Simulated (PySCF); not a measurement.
NbI₄ (doublet state).
Bonds: Nb1–I2, Nb1–I3, Nb1–I4, Nb1–I5.

A GFN2-xTB structure was refined with PBE0-D3(BJ)/def2-SVP geometry optimisation, gas phase, def2 core potentials past Kr in PySCF 2.14.0. Its GFN2-xTB values:

```
coordinate  GFN2-xTB
    Nb1–I2   2.697 Å
    Nb1–I5   2.697 Å
 I2–Nb1–I3    109.4°
 I2–Nb1–I4    109.5°
 I2–Nb1–I5    109.4°
```

Problem. How do these coordinates change at the PBE0-D3(BJ)/def2-SVP level?

Solution. 
```tsv
coordinate	PBE0-D3(BJ)/def2-SVP (Å or °)	change
Nb1–I5	2.620	-0.077
Nb1–I2	2.620	-0.077
I2–Nb1–I4	106.6	-2.9
I2–Nb1–I3	111.2	+1.8
I2–Nb1–I5	110.5	+1.1
```

The energy falls by 3.7 kcal/mol over 7 energy and gradient evaluations, the largest force component goes from 0.0177 to 1.2e-04 Eh/bohr, and the atoms move by 0.092 Å rms after alignment. Among the bonds, Nb1–I2, Nb1–I4 and Nb1–I5 change most and about equally (-0.078 to -0.077 Å). Bonds longer at the end by more than 0.005 Å: 0 of 4; shorter: 4. Rotational constants go from 205.4, 205.3, 205.1 to 225.5, 214.1, 213.4 MHz.

The run used 135 basis functions and 84 SCF cycles in all. On one thread, Arm Neoverse V1, no GPU, on a shared host, this took 3.7 min of wall time.

Stationary, but not proved a minimum. ⟨S²⟩ = 0.759 (exact for a doublet: 0.75).

For an open-shell metal species like this, the optimisation's SCF solution wasn't tested for stability and no frequencies at its level were run, so a lower state or another shape may exist.
